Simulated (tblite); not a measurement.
C₃H₁₂BP.
Numbering: `[CH3:1][B-:2]([CH3:3])([CH3:4])[PH3+:5]` (hydrogens: H6, H7, H8 on C1; H9, H10, H11 on C3; H12, H13, H14 on C4; H15, H16, H17 on P5)

Computed with GFN2-xTB (tblite), gas phase: L-BFGS steps from a force-field or distance-geometry start until the largest atomic force falls under 0.01 eV/Å.

Step 3: E = -442.2338 eV
```
atom  x, y, z in Å  |  force x, y, z in eV/Å
C1     -0.4828   -0.7516    1.3965    0.135   0.002  -0.150
B2     -0.1449   -0.0702   -0.0162   -0.021   0.048  -0.131
C3      0.0025   -1.1498   -1.2029    0.099   0.081   0.264
C4     -1.1743    1.1112   -0.3882    0.164  -0.193  -0.105
P5      1.5625    0.7543    0.1797   -0.129  -0.150   0.032
H6     -1.4415   -1.2216    1.3044   -0.480  -0.328   0.228
H7     -0.5393   -0.0284    2.1916   -0.042   0.193   0.459
H8      0.2367   -1.5113    1.6634    0.170  -0.265   0.236
H9      0.2740   -0.6944   -2.1408    0.116   0.038  -0.425
H10    -0.9532   -1.6213   -1.3217   -0.366  -0.385  -0.286
H11     0.7244   -1.9193   -0.9632    0.186  -0.253  -0.089
H12    -2.1442    0.6660   -0.5049   -0.550   0.040  -0.110
H13    -1.2411    1.8521    0.3882   -0.106   0.438   0.260
H14    -0.9190    1.5967   -1.3201   -0.028   0.252  -0.229
H15     1.6233    1.7257    1.1649    0.401  -0.039  -0.193
H16     2.5847   -0.1242    0.5125    0.127   0.463  -0.054
H17     2.0250    1.3981   -0.9531    0.324   0.059   0.292
```

Step 4: E = -442.3170 eV
```
atom  x, y, z in Å  |  force x, y, z in eV/Å
C1     -0.4788   -0.7508    1.3993   -0.243  -0.208   0.262
B2     -0.1679   -0.0821   -0.0197    0.203   0.129  -0.041
C3      0.0078   -1.1492   -1.2013   -0.157  -0.286  -0.280
C4     -1.1698    1.1098   -0.3897   -0.404   0.242  -0.069
P5      1.5335    0.7392    0.1768    0.332   0.151   0.038
H6     -1.4436   -1.2313    1.3246   -0.279  -0.203   0.209
H7     -0.5437   -0.0341    2.2126    0.024   0.066   0.147
H8      0.2322   -1.5203    1.6799    0.148  -0.114   0.113
H9      0.2759   -0.7067   -2.1580    0.071   0.021  -0.082
H10    -0.9489   -1.6351   -1.3392   -0.154  -0.253  -0.209
H11     0.7266   -1.9314   -0.9769    0.142  -0.105  -0.014
H12    -2.1553    0.6842   -0.5112   -0.379   0.053  -0.074
H13    -1.2526    1.8698    0.3835    0.017   0.110   0.080
H14    -0.9330    1.6122   -1.3222    0.073   0.107  -0.144
H15     1.6633    1.7144    1.1388    0.197   0.094   0.024
H16     2.5933   -0.0746    0.5060    0.204   0.102   0.019
H17     2.0539    1.3980   -0.9132    0.205   0.094   0.021
```

Step 5: E = -442.3438 eV
```
atom  x, y, z in Å  |  force x, y, z in eV/Å
C1     -0.4809   -0.7539    1.4043   -0.272  -0.204   0.278
B2     -0.1723   -0.0839   -0.0215    0.122   0.081   0.000
C3      0.0075   -1.1536   -1.2050   -0.183  -0.299  -0.325
C4     -1.1746    1.1131   -0.3916   -0.428   0.270  -0.040
P5      1.5296    0.7368    0.1764    0.376   0.202   0.026
H6     -1.4488   -1.2377    1.3344   -0.157  -0.137   0.203
H7     -0.5447   -0.0349    2.2216    0.033  -0.016   0.026
H8      0.2329   -1.5248    1.6869    0.078  -0.031   0.067
H9      0.2776   -0.7104   -2.1648    0.042  -0.009   0.021
H10    -0.9502   -1.6436   -1.3482   -0.055  -0.194  -0.178
H11     0.7294   -1.9367   -0.9816    0.081  -0.036  -0.015
H12    -2.1648    0.6909   -0.5143   -0.274   0.086  -0.057
H13    -1.2560    1.8773    0.3834    0.031   0.002  -0.003
H14    -0.9364    1.6187   -1.3249    0.061   0.053  -0.077
H15     1.6792    1.7123    1.1308    0.133   0.145   0.102
H16     2.5993   -0.0571    0.5043    0.241  -0.022   0.046
H17     2.0663    1.3995   -0.9002    0.172   0.111  -0.075
```

Task: Estimate the geometry and energy of step 6. (The exact step hangs on the optimiser's Hessian estimate; all steps are aligned on step 5, rigid shifts and turns removed.)

Result: E = -442.3858 eV, largest force 0.347 eV/Å
```
atom  x, y, z in Å  |  force x, y, z in eV/Å
C1     -0.4898   -0.7636    1.4184   -0.173  -0.093   0.120
B2     -0.1783   -0.0856   -0.0243   -0.135  -0.061   0.043
C3      0.0035   -1.1673   -1.2176   -0.139  -0.139  -0.175
C4     -1.1917    1.1239   -0.3966   -0.225   0.119   0.011
P5      1.5321    0.7377    0.1765    0.290   0.182   0.005
H6     -1.4621   -1.2521    1.3563    0.046  -0.029   0.189
H7     -0.5458   -0.0369    2.2375    0.021  -0.149  -0.134
H8      0.2356   -1.5327    1.7005   -0.076   0.103  -0.002
H9      0.2815   -0.7167   -2.1762   -0.015  -0.068   0.133
H10    -0.9546   -1.6635   -1.3682    0.092  -0.104  -0.131
H11     0.7356   -1.9464   -0.9902   -0.051   0.067  -0.037
H12    -2.1881    0.7046   -0.5211   -0.080   0.160  -0.030
H13    -1.2613    1.8905    0.3837    0.010  -0.123  -0.117
H14    -0.9409    1.6310   -1.3311   -0.006  -0.031   0.053
H15     1.7093    1.7130    1.1206    0.039   0.217   0.210
H16     2.6161   -0.0288    0.5027    0.278  -0.192   0.080
H17     2.0919    1.4051   -0.8807    0.125   0.141  -0.219
```

The energy changes by -0.0421 eV. The first-order estimate −F·Δx gives -0.0655 eV and the mean of the old and new forces, exact on a quadratic surface, -0.0422 eV. The step makes an angle of 51° with the force vector and moves no atom by more than 0.033 Å.

What follows is the cost of the whole relaxation. Hardware: Intel Xeon Platinum 8259CL at 2.50 GHz, one thread, no GPU (shared host). Cost: 0.23 s.
